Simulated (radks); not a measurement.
Isoelectronic series with 9 electrons, all held in the configuration [He] 2s2 2p5, which need not be the ground one along the series. All-electron calculation, non-relativistic Kohn-Sham, LDA (Slater exchange, Perdew-Wang correlation), spin-polarised, spherical densities, point nucleus; open shells are filled with parallel spins first. Program: a radial shooting solver on a logarithmic mesh with Libxc functionals. Total energies (hartree) and screening constants sigma, defined by e = -(Z - sigma)^2 / (2 n^2) hartree:

| ion | E (hartree) | 2p down | 2p up | 2s down | 2s up |
|---|---|---|---|---|---|
| F | -99.11120 | 7.248 | 7.120 | 6.096 | 6.015 |
| Ne+ | -127.41475 | 6.962 | 6.869 | 6.011 | 5.941 |
| Mg3+ | -195.32445 | 6.720 | 6.644 | 5.896 | 5.836 |
| Al4+ | -234.91763 | 6.653 | 6.581 | 5.857 | 5.799 |
| Si5+ | -278.26587 | 6.603 | 6.534 | 5.826 | 5.770 |
| P6+ | -325.36767 | 6.564 | 6.497 | 5.801 | 5.746 |
| S7+ | -376.22205 | 6.533 | 6.467 | 5.780 | 5.726 |
| Cl8+ | -430.82834 | 6.507 | 6.443 | 5.762 | 5.709 |
| Ar9+ | -489.18606 | 6.486 | 6.422 | 5.746 | 5.695 |
| K10+ | -551.29487 | 6.467 | 6.404 | 5.733 | 5.682 |
| Ca11+ | -617.15453 | 6.452 | 6.389 | 5.722 | 5.671 |
| Sc12+ | -686.76483 | 6.438 | 6.376 | 5.712 | 5.661 |
| Ti13+ | -760.12565 | 6.426 | 6.364 | 5.702 | 5.653 |
| V14+ | -837.23686 | 6.415 | 6.354 | 5.694 | 5.645 |
| Cr15+ | -918.09837 | 6.405 | 6.345 | 5.687 | 5.638 |
